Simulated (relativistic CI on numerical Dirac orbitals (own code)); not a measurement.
# Pd³⁺: M2,3 absorption edge

Computed with this model: Dirac-Coulomb-Breit CI, separate exchange-only KLI orbitals for each configuration, QED by a radiative potential, valence Slater integrals scaled by 0.8, multiplet model of core-to-valence dipole absorption; configurations [Kr] 4d7 → [Ne] 3s2 3p5 3d10 4s2 4p6 4d8; 300 K; Lorentzian 2 eV and Gaussian 0.4 eV FWHM. Energies are those of the free ion, without screening or charge transfer. The branching ratio is the share of the lower-energy edge in the whole absorption, uncertain by about 0.02 where the edges overlap. S is read from ⟨S²⟩ = S(S + 1).

Field parameters in Wybourne normalisation: Oh B⁴₀ = 21Dq, B⁴₄ = √(5/14) B⁴₀. The field is a parameter set, without covalency.

free ion: ground-state S = 1.48, centroid 539.66 eV, branching ratio 0.917. Peaks (eV, height): 537.2 (100), 565.5 (10).

Oh, 10Dq = 6000 cm⁻¹: ground-state S = 1.49, centroid 540.59 eV, branching ratio 0.890. Peaks (eV, height): 537.2 (100), 566.0 (14).

Oh, 10Dq = 13500 cm⁻¹: ground-state S = 1.49, centroid 541.36 eV, branching ratio 0.870. Peaks (eV, height): 536.8 (91), 538.0 (100), 566.5 (20).

Oh, 10Dq = 21000 cm⁻¹: ground-state S = 0.63, centroid 542.96 eV, branching ratio 0.822. Peaks (eV, height): 538.0 (100), 566.5 (20).

Oh, 10Dq = 28550 cm⁻¹: ground-state S = 0.54, centroid 544.61 eV, branching ratio 0.781. Peaks (eV, height): 538.5 (100), 565.8 (24), 567.0 (24).

Oh, 10Dq = 36050 cm⁻¹: ground-state S = 0.52, centroid 545.64 eV, branching ratio 0.764. Peaks (eV, height): 539.0 (100), 566.2 (27), 567.5 (26).

The statistical ratio of this edge is 2/3 = 0.667. Values above it arise where the holes sit mainly in the j = l + 1/2 valence subshell or the ground state has high spin; values below it where core-valence Coulomb terms move weight to the upper edge, as in nearly empty shells.

Strongest unbroadened transitions for Oh, 10Dq = 13500 cm⁻¹:

```csv
Energy (eV),Relative strength
536.40,5.3
536.46,100.0
536.68,9.7
536.75,11.2
537.79,4.7
537.86,10.6
537.88,19.4
538.05,7.6
538.11,5.5
538.24,66.9
538.39,19.8
538.62,3.5
539.24,4.6
539.38,6.9
564.91,4.1
566.26,6.4
566.50,6.3
566.60,16.5
```
